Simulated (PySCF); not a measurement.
**Computed properties of C3H6BFO, SMILES FCB1CCO1**

C₃H₆BFO, SMILES FCB1CCO1. The structure is a stationary point at PBE0-D3(BJ)/def2-SVP. This is a generated structure with no PubChem entry under its InChIKey; it may be hypothetical. The values are those of a single conformer. All values are computed for the isolated molecule unless a solvent is named; none is compared with measurement here.

**Structure.** The optimised structure has Cs symmetry. All 30 harmonic modes at PBE0-D3(BJ)/def2-SVP (PySCF) are real, so it is a minimum. With heavy atoms numbered as in [F:1][CH2:2][B:3]1[CH2:4][CH2:5][O:6]1, the shortest bond between them is B3–O6 at 1.367 Å and the longest B3–C4 at 1.582 Å.

**Vibrations.** The strongest infrared lines (harmonic, unscaled, degenerate partners summed) lie at 1119 cm⁻¹ (109 km/mol, C 46 %, F 32 %, H 21 %), 1268 cm⁻¹ (93 km/mol, H 58 %, B 25 %, C 11 %), 1200 cm⁻¹ (74 km/mol, B 40 %, H 29 %, C 19 %, O 11 %). The softest mode is at 59 cm⁻¹ and the zero-point energy is 58.7 kcal/mol.

**Electronic structure.** r2SCAN/def2-TZVP (PySCF) places the frontier levels at -7.06 and -0.59 eV, a gap of 6.47 eV, and gives a dipole moment of 1.53 D and a mean polarisability of 51.0 bohr³. PBE/def2-TZVP (PySCF) at the same geometry gives -6.77 and -0.94 eV, so its gap is 0.64 eV narrower. An orbital gap is neither the optical nor the fundamental gap.

**Excitations.** TDA-ωB97X/def2-SVPD (PySCF) has S1 at 6.82 eV (182 nm, f = 0.000, dark); the most intense of the 10 singlets computed lies at 8.71 eV (f = 0.14). T1 (TDA) is at 6.33 eV, 0.49 eV under S1. TDA-PBE/def2-SVPD (PySCF) puts S1 at 6.02 eV. No vertical singlet excitation falls in the visible range (under 3.1 eV).

**NMR.** GIAO shifts at B3LYP/pcSseg-1 (PySCF) (non-relativistic, atoms alike by connectivity averaged): ¹³C from 19.0 to 80.4 ppm against TMS; ¹H from 2.0 to 5.1 ppm against TMS; ¹⁹F at -311.5 ppm against CFCl3; ¹¹B at 49.8 ppm against BF3.
